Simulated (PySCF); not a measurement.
RuO₂(OH) + NH₃ → RuON + 2 H₂O

Level: PBE0 in the def2-TZVP basis family, computed in PySCF with density fitting; scalar-relativistic core potentials for atoms from Rb on, none lighter, no spin–orbit coupling; open shells unrestricted.

```csv
species,state and structure,E (Eh),ZPE (kJ/mol),H(298 K) − H(0) (kJ/mol),S° (J/(mol K))
RuO₂(OH),"doublet, Cs, O–H 0.962 Å, Ru–O 1.653 Å (×2), Ru–O 1.849 Å; H–O–Ru 119.5°, O–Ru–O 115.1° (×2), O–Ru–O 127.3°",-320.99967,50.4,15.6,313.9
NH₃,"singlet, C3v, N–H 1.013 Å (×3); H–N–H 107.1° (×3)",-56.51312,90.6,10.0,192.4
RuON,"doublet, Cs, Ru–N 1.602 Å, Ru–O 1.721 Å; N–Ru–O 121.4°",-224.67032,13.1,11.4,279.0
H₂O,"singlet, C2v, O–H 0.960 Å (×2); H–O–H 105.1°",-76.37736,56.5,9.9,188.7
```

Task: What is the electronic reaction energy?

Result: At PBE0/def2-TZVP, ΔE = 230.4 kJ/mol from the differences of the total energies times 2625.5, uphill. 

Task: Add zero-point, thermal and entropy terms for 298.15 K and 1 bar.

Result: ΔZPE = -14.9 and Δ[H(298) − H(0)] = 5.6 kJ/mol give ΔH° = 221.1 kJ/mol. ΔS° = 150.1 J/(mol K), so ΔG° = 221.1 − 298.15 × (0.1501) = 176 kJ/mol. ΔG° would change sign near 1470 K if ΔH° and ΔS° stayed fixed.

Some spin contamination: RuON (⟨S²⟩ 0.98). Open d or f shells are single determinants, so the state found may not be the ground state. Only the bonding shown was studied: isomers, or loss of a ligand pair, can lie lower.
